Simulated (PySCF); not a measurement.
A structure optimised at PBE-D3(BJ)/def2-SVP, used in a PySCF frequency run:

```xyz
12

C      1.2932    -0.8833    -0.1516
N      1.3218     0.5406     0.1917
Si    -0.1863     1.2942     0.6503
O     -1.2721     0.1746    -0.0034
Si    -0.5299    -1.1914    -0.6770
H      1.9760    -1.1133    -1.0009
H      1.5855    -1.5619     0.6877
H      2.2433     0.9398     0.3811
H     -0.3292     2.6636     0.0447
H     -0.4656     1.4060     2.1286
H     -0.7064    -1.2040    -2.1707
H     -1.1121    -2.4515    -0.1018
```
Charge 0, spin multiplicity 1.

Question: Write its SMILES and formula.

Answer: C1N[SiH2]O[SiH2]1, CH7NOSi2

Question: What are its rotational constants (standard atomic weights)?

Answer: 5.0006, 3.1802, 2.0806 GHz
